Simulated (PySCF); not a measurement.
Solvent effects on NMR parameters

Structure with atom numbers: `[F:1][CH:2]([F:3])[C@H:4]1[CH:5]=[CH:6][CH2:7][O:8]1` (H(Xn): hydrogen on atom n). Ha(C7) is cis to C2 on the ring; Hb(C7) is trans to C2 on the ring.

GIAO PBE0/pcSseg-1 in PySCF on one PBE0-D3(BJ)/def2-SVP conformer, non-relativistic, equivalent nuclei averaged. Solvents enter as an IEF-PCM continuum (benzene with ε = 2.3, acetone with ε = 20.5) around the gas-phase geometry. Shifts are referred to CFCl3, TMS computed in the same medium.

Gas phase, δ in ppm: F3 -146.7, F1 -147.4, C6 140.2, C5 130.8, C2 117.7, C4 88.3, C7 79.0, H(C6) 6.26, H(C5) 6.06, H(C2) 5.65, Ha(C7) 4.83, Hb(C7) 4.81, H(C4) 4.80. Dipole moment 1.77 D.

Q: How does each δ change in the continuum?

A: 
```csv
atoms,environment,"Δδ, benzene","Δδ, acetone"
F3,fluorine of a CF2 group,-0.7,-1.1
F1,fluorine of a CF2 group,-1.6,-3.4
C6,alkene CH,+1.3,+2.8
C5,alkene CH,-0.2,-0.3
C2,sp3 CH bonded to 2 F,+0.7,+1.5
C4,allylic sp3 CH bonded to O,+0.3,+0.7
C7,allylic sp3 CH2 bonded to O,+0.6,+1.3
H(C6),hydrogen on an alkene CH,+0.14,+0.29
H(C5),hydrogen on an alkene CH,+0.06,+0.13
H(C2),hydrogen on an sp3 CH bonded to 2 F,+0.11,+0.22
Ha(C7),hydrogen on an allylic sp3 CH2 bonded to O,+0.04,+0.07
Hb(C7),hydrogen on an allylic sp3 CH2 bonded to O,+0.06,+0.13
H(C4),hydrogen on an allylic sp3 CH bonded to O,+0.10,+0.21
```

Changes are relative to the gas phase. The dipole moment becomes 1.92 D in benzene, 2.08 D in acetone.

Q: Which nuclei move most (in ppm), and what does the model miss?

A: F1 (fluorine of a CF2 group, -3.4 ppm) in acetone. A continuum only polarises the solute; specific hydrogen bonds, the anisotropy of aromatic solvents and changes of geometry or conformer are outside it.
